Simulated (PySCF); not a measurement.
Geometries of 5 isomers of C7H6, from PySCF, PBE0-D3(BJ)/def2-SVP geometry optimisation, gas phase. One conformer each, no zero-point energy, no frequencies.

Task: Which is lowest in electronic energy at this level?
A.
```xyz
13
angstrom
C     -3.615    0.739   -0.349
C     -2.806   -0.333   -0.405
C     -1.393   -0.279   -0.332
C     -0.171   -0.262   -0.270
C      1.194   -0.236   -0.199
C      2.412   -0.210   -0.136
C      3.859   -0.181   -0.061
H     -4.699    0.623   -0.412
H     -3.214    1.749   -0.239
H     -3.246   -1.332   -0.516
H      4.260   -1.157    0.255
H      4.204    0.576    0.661
H      4.301    0.063   -1.041
```
B.
```xyz
13
angstrom
C      2.735   -0.576   -0.697
C      1.718   -0.208   -0.152
C      0.496    0.237    0.511
C     -0.376    1.155   -0.310
C     -1.633    0.670   -0.322
C     -1.679   -0.584    0.434
C     -0.451   -0.867    0.910
H      3.633   -0.905   -1.183
H      0.786    0.783    1.434
H     -0.005    2.062   -0.786
H     -2.492    1.130   -0.813
H     -2.578   -1.185    0.584
H     -0.147   -1.729    1.503
```
C.
```xyz
13
angstrom
C      2.842   -0.198    0.002
C      1.543   -0.108    0.001
C      0.222   -0.016    0.000
C     -0.581    1.069   -0.582
C     -1.885    0.769   -0.362
C     -1.974   -0.502    0.358
C     -0.724   -0.980    0.580
H      3.376   -0.698   -0.815
H      3.439    0.223    0.819
H     -0.166    1.939   -1.088
H     -2.741    1.371   -0.668
H     -2.906   -0.979    0.664
H     -0.435   -1.899    1.087
```
D.
```xyz
13
angstrom
C      4.043   -0.059    1.196
C      2.924   -0.179    0.731
C      1.665   -0.314    0.207
C      0.543   -0.433   -0.257
C     -0.777   -0.569   -0.796
C     -1.970   -0.672    0.130
C     -1.769    0.568   -0.671
H      5.029    0.048    1.606
H     -0.830   -1.156   -1.719
H     -2.761   -1.366   -0.162
H     -1.767   -0.633    1.203
H     -2.419    0.752   -1.530
H     -1.427    1.468   -0.155
```
E.
```xyz
13
angstrom
C     -1.595    0.597   -0.085
C     -1.510   -0.782    0.150
C     -0.275   -1.455    0.246
C      0.813   -0.624    0.085
C      0.731    0.706   -0.141
C     -0.452    1.406   -0.242
C      2.101    0.117   -0.063
H     -2.586    1.056   -0.147
H     -2.436   -1.351    0.263
H     -0.225   -2.531    0.429
H     -0.535    2.480   -0.425
H      2.694   -0.003   -0.983
H      2.723    0.307    0.824
```

Result: E. That is 1,3,5-norcaratriene (`c1ccc2c(c1)C2`), 3.1 kcal/mol below the next.

```
       SMILES                          atoms numbered as above      E (Eh)  relative (kcal/mol)  relative (kJ/mol)  dipole (D)
c1ccc2c(c1)C2  [cH:1]1[cH:2][cH:3][c:4]2[c:5]([cH:6]1)[CH2:7]2  -269.75456                  0.0                0.0        0.11
C=C=C1C=CC=C1  [CH2:1]=[C:2]=[C:3]1[CH:4]=[CH:5][CH:6]=[CH:7]1  -269.74966                  3.1               12.9        1.14
 C#CC1C=CC=C1   [CH:1]#[C:2][CH:3]1[CH:4]=[CH:5][CH:6]=[CH:7]1  -269.72530                 18.4               76.8        0.56
   C=CC#CC#CC      [CH2:1]=[CH:2][C:3]#[C:4][C:5]#[C:6][CH3:7]  -269.69470                 37.6              157.2        0.78
  C#CC#CC1CC1    [CH:1]#[C:2][C:3]#[C:4][CH:5]1[CH2:6][CH2:7]1  -269.67878                 47.5              198.9        1.58
```

As drawn, the lowest has an aromatic ring, which the highest lacks; the highest has a C≡C bond, which the lowest lacks.
